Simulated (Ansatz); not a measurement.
AlH3Cl2O, closed shell: at the end structure of a reaction step.

in.yaml

```yaml
crystal:
  periodic: [false, false, false]
  atoms:
    - {symbol: Al, position_ang: [-0.652005, -0.446899, 0.245276]}
    - {symbol: O, position_ang: [0.746370, 0.859687, -0.237263]}
    - {symbol: Cl, position_ang: [0.159282, -1.994966, -0.976231]}
    - {symbol: Cl, position_ang: [-2.429171, 0.426925, -0.473533]}
    - {symbol: H, position_ang: [1.246238, 1.236894, 0.495765]}
    - {symbol: H, position_ang: [-0.436904, -0.533335, 1.803827]}
    - {symbol: H, position_ang: [1.366188, 0.451694, -0.857742]}
basis:
  gaussian: {orbitals: def2-SVP}
hamiltonian: {xc: lda}
```

Command:

```bash
ansatz run in.yaml --threads 3 --pin off --events-out ev --progress --plain --max-ram 6092MiB
```

Output of Ansatz 0.2.0:

```
Functional definition: SPW92
  name "SPW92"
  cite "Dirac, Proc. Camb. Phil. Soc. 26, 376 (1930) doi:10.1017/S0305004100016108"
  cite "Slater, Phys. Rev. 81, 385 (1951) doi:10.1103/PhysRev.81.385"
  cite "Perdew & Wang, Phys. Rev. B 45, 13244 (1992) doi:10.1103/PhysRevB.45.13244"
  exchange = slater_x
  correlation = pw_c
900 factors; their error is unknown
mean field evaluation 1: about -33602.0244 eV, gradient 4.8e1 eV
mean field evaluation 2: about -33594.2980 eV, gradient 8.2e1 eV
mean field evaluation 4: about -33606.1409 eV, gradient 2.1e0 eV
mean field evaluation 8: about -33606.1518 eV, gradient 3.5e-2 eV
mean field -33606.10426895 eV, -1235.0015528483 hartree, gradient 6.6e-5 eV, S^2 0.000000; 0 other end points of the search recorded, 0 dependent functions left out
reference -33606.10430261 eV, -1235.0015540853 hartree; 29, 29 occupied and 54, 54 virtual orbitals, 900 factors
Total energy: -33606.10430261 eV, -1235.0015540853 hartree
```

The lines “mean field evaluation” count trial sets of orbitals through the whole run, from several starts and some on an approximate energy, so they need not fall steadily or lie above the final value.

Hardware: 3 CPU threads of an Intel Xeon, shared host. Wall time about 0.45 s.
